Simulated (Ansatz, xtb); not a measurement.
System: C₃H₅O, net charge -1, singlet state. It need not be the lowest isomer of its formula. Whether it binds its extra electron was not tested at this geometry. SMILES: C=CC[O-]
Geometry from a B3LYP-D3(BJ)/def2-TZVP (Ansatz, a first-principles code) optimisation:
```
C
C 1 1.3343
H 2 1.0872 1 120.66
H 2 1.0875 3 116.56 1 178.71
H 1 1.0902 2 119.44 3 177.49
C 1 1.5230 5 113.05 2 174.67
O 6 1.3313 1 111.58 5 -53.27
H 6 1.1350 7 116.00 1 120.83
H 6 1.1429 8 102.31 7 -126.55
```
Charge -1, spin multiplicity 1.

Harmonic wavenumbers from GFN2-xTB (xtb, at its own minimum), cm⁻¹: 110, 292, 388, 631, 806, 898, 940, 998, 1113, 1155, 1242, 1274, 1347, 1427, 1500, 1658, 2156, 2377, 2969, 3007, 3056.

Task: Give the harmonic wavenumbers at B3LYP-D3(BJ)/def2-TZVP (Ansatz, finite differences of forces, unscaled).

Result: 135, 324, 419, 633, 849, 887, 949, 1018, 1139, 1180, 1230, 1286, 1372, 1425, 1452, 1644, 2438, 2561, 3071, 3095, 3146 cm⁻¹. Zero-point energy 43.2 kcal/mol.

Task: From these and the geometry, give the ideal-gas thermochemistry at 298.15 K and 1 atm (rigid rotor, harmonic oscillator).

Result: Point group C1, rotational symmetry number 1. Rotational constants 28.43, 4.519, 4.383 GHz. S(trans) 38.05, S(rot) 23.86, S(vib) 6.19, S(elec, spin only) 0.00, S 68.1 cal/(mol K). H(298) - H(0) 3.49 kcal/mol; G - E(el) 26.4 kcal/mol.
